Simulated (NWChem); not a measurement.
System meant: GaCl₂ cation; SMILES [Cl][Ga+][Cl]

Input file for NWChem:

```
start job
memory heap 200 mb stack 900 mb global 1100 mb
charge 1
geometry units angstroms noautosym nocenter noautoz
  Ga     0.000000     0.000000     0.000000
  Cl     0.000000     0.000000     2.041009
  Cl     0.000000     0.000000    -2.041009
end
basis spherical
  Ga library 6-31g*
  Cl library 6-31g*
end
dft
  xc xtpss03 ctpss03
  iterations 150
end
property
  shielding 2 1 2
end
task dft property
```

End of the output:

```
 Vector   35  Occ=0.000000D+00  E=-3.031869D-01
              MO Center=  1.4D-08, -1.5D-08,  1.7D-09, r^2= 3.1D+00
   Bfn.  Coefficient  Atom+Function         Bfn.  Coefficient  Atom+Function
  ----- ------------  ---------------      ----- ------------  ---------------
    11      0.679227  1 Ga px                12     -0.679239  1 Ga py
     7     -0.183883  1 Ga px                 8      0.183886  1 Ga py
    39     -0.181258  2 Cl px                40      0.181261  2 Cl py
    57     -0.181258  3 Cl px                58      0.181261  3 Cl py
    43     -0.138581  2 Cl px                44      0.138584  2 Cl py

 center of mass
 --------------
 x =   0.00000000 y =   0.00000000 z =   0.00000000

 moments of inertia (a.u.)
 ------------------
        1040.396438695406           0.000000000000           0.000000000000
           0.000000000000        1040.396438695406           0.000000000000
           0.000000000000           0.000000000000           0.000000000000

     Multipole analysis of the density
     ---------------------------------

     L   x y z        total         alpha         beta         nuclear
     -   - - -        -----         -----         ----         -------
     0   0 0 0      1.000000    -32.000000    -32.000000     65.000000

     1   1 0 0     -0.000000     -0.000000     -0.000000      0.000000
     1   0 1 0     -0.000000     -0.000000     -0.000000      0.000000
     1   0 0 1     -0.000000     -0.000000     -0.000000      0.000000

     2   2 0 0    -26.420592    -13.210296    -13.210296      0.000000
     2   1 1 0     -0.000000     -0.000000     -0.000000      0.000000
     2   1 0 1     -0.000000     -0.000000     -0.000000      0.000000
     2   0 2 0    -26.420592    -13.210296    -13.210296      0.000000
     2   0 1 1      0.000000      0.000000      0.000000      0.000000
     2   0 0 2    -20.422577   -263.104070   -263.104070    505.785562

          -----------------------------------------
          Chemical Shielding Tensors (GIAO, in ppm)
          -----------------------------------------

 ------------------------------------------------------------------------
  xtpss03: d2 not coded                    0
 ------------------------------------------------------------------------
 ------------------------------------------------------------------------
  current input line :
    20: task dft property
 ------------------------------------------------------------------------
 ------------------------------------------------------------------------
 This error has not yet been assigned to a category
 ------------------------------------------------------------------------
 For more information see the NWChem manual at https://nwchemgit.github.io

0: xtpss03: d2 not coded:Received an Error in Communication
```

What is wrong, and how is it mended?

The program stopped with an error. Cause: this functional's second derivatives, which shieldings need, aren't coded here; the fix takes a hybrid GGA instead. This input runs:
```
start job
memory heap 200 mb stack 900 mb global 1100 mb
charge 1
geometry units angstroms noautosym nocenter noautoz
  Ga     0.000000     0.000000     0.000000
  Cl     0.000000     0.000000     2.041009
  Cl     0.000000     0.000000    -2.041009
end
basis spherical
  Ga library 6-31g*
  Cl library 6-31g*
end
dft
  xc pbe0
  iterations 150
end
property
  shielding 2 1 2
end
task dft property
```
It converges to -2844.15521 Ha (PBE0/6-31G* (spherical d), GIAO).
